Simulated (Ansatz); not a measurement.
Input for Ansatz (an electronic-structure program): U-CCSD(T)/cc-pVDZ on BO (SMILES [B]=O), 2S+1 = 2, a point of a bond scan (R = 3.125 Å).

Ansatz 0.2 input:
```yaml
crystal:
  periodic: [false, false, false]
  atoms:
    - {symbol: B, position_ang: [-0.00000000, -0.00000000, -0.73974814]}
    - {symbol: O, position_ang: [0.00000000, 0.00000000, 2.38568773]}
basis:
  gaussian:
    orbitals: cc-pVDZ
magnetization: {spin_polarized: true, initial_magnetization: 1}
correlation: {method: ccsd_t, electrons: all}
scf: {omitted_lower_state_checks: [cluster_reference]}
```

Predict the final total energy.

-99.5049 hartree (reference determinant -99.3237, T1 diagnostic 0.009). Its determinant has ⟨S²⟩ = 1.76, a mixture of spin states.
